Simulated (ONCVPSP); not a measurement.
# Transferability test, ONCV potential for Tl (Z = 81)

* Element: thallium (Tl)
* Generator: ONCVPSP 4.0.1
* Type: optimised norm-conserving Vanderbilt (ONCV)
* Functional: PBE
* Relativity: scalar-relativistic
* Frozen core: [Kr] 4d10 4f14
* Valence charge: 21
* Reference configuration: 5s2 5p6 5d10 6s2 (charge +1)
* Partial waves: 5s+6s: rc 1.50 bohr, ncon 5, nbas 9, qcut 9.8 1/bohr, 3 projectors, debl 3.2 Ha; 5p: rc 1.35 bohr, ncon 4, nbas 7, qcut 7.9 1/bohr, 2 projectors, debl 2.8 Ha; 5d: rc 1.60 bohr, ncon 3, nbas 8, qcut 11.3 1/bohr, 1 projector
* Local potential: polynomial inside 1.00 bohr (lpopt 1, dvloc0 1 Ha)
* Core correction: Teter function, fcfact 5.75, rcfact 1.15

In the p channel the program set the typed energies aside and used -3.064, 0.250 Ha.

Energies are relative to the spin-unpolarised reference configuration 5s2 5p6 5d10 6s2; without spin polarisation the order of configurations can differ from experiment.

Problem. Give the all-electron excitation energy and the error of the potential for: 5s2 5p6 5d10 6s2 6p1; 5s2 5p6 5d10 6s1; 5s2 5p6 5d10 6s0; 5s2 5p5 5d10 6s2 6p1.

Solution.

```json
{"valence configuration": "5s2 5p6 5d10 6s2 6p1", "charge": "0", "ΔE all-electron (eV)": "-5.167", "error AE − PS (meV)": "+2.3"}
{"valence configuration": "5s2 5p6 5d10 6s1", "charge": "+2", "ΔE all-electron (eV)": "20.780", "error AE − PS (meV)": "-7.9"}
{"valence configuration": "5s2 5p6 5d10 6s0", "charge": "+3", "ΔE all-electron (eV)": "50.921", "error AE − PS (meV)": "-21"}
{"valence configuration": "5s2 5p5 5d10 6s2 6p1", "charge": "+1", "ΔE all-electron (eV)": "77.809", "error AE − PS (meV)": "-130"}
```

Levels in the configuration 5s2 5p6 5d10 6s2 6p1:

| level | all-electron (eV) | pseudo (eV) |
| --- | --- | --- |
| 5s | -131.001 | -130.996 |
| 5p | -76.097 | -76.095 |
| 5d | -15.486 | -15.487 |
| 6s | -9.546 | -9.546 |
| 6p | -2.370 | -2.370 |
